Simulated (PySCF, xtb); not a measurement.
Pair of molecules: GeH4 (SMILES [GeH4]) (first 5 atoms) with CH4S (SMILES CS); geometry from B3LYP-D3(BJ)/def2-TZVP, rigid monomers moved along the line of their centres of mass till Ge1···S7 is 4.30 Å.
(charge 0, multiplicity 1):
| atom | x (Å) | y (Å) | z (Å) |
|---|---|---|---|
| Ge | 0.0000 | 0.1343 | 0.1620 |
| H | -1.5239 | 0.2853 | 0.2258 |
| H | 0.4184 | -1.2362 | 0.7158 |
| H | 0.6810 | 1.2449 | 0.9731 |
| H | 0.4596 | 0.2324 | -1.3049 |
| C | 1.0332 | -0.3598 | 4.5487 |
| S | -0.7778 | -0.2874 | 4.3657 |
| H | 1.5032 | -0.7590 | 3.6523 |
| H | 1.3642 | 0.6676 | 4.6902 |
| H | 1.3185 | -0.9454 | 5.4199 |
| H | -0.9789 | -1.6020 | 4.1797 |

Interaction energies are E(AB) − E(A) − E(B) at the monomers' geometry in the complex; basis-set methods are counterpoise corrected. Rows marked so take none.

Rows in 3-21G, 6-31G* carry no dispersion term and start afresh at each structure (6-31G* with six Cartesian d functions); the Pople sets are all-electron and without relativity.

Run with PySCF for 3-21G rows, 6-31G* rows; xtb for the GFN methods. 

Question: Give the interaction energy at the level HF/6-31G* (no counterpoise).

Answer: -0.2 kcal/mol

Question: What is the computed interaction energy (GFN1-xTB)?

Answer: -7.2 kcal/mol

Question: Predict the interaction energy from HF/3-21G (no counterpoise).

Answer: -1.3 kcal/mol
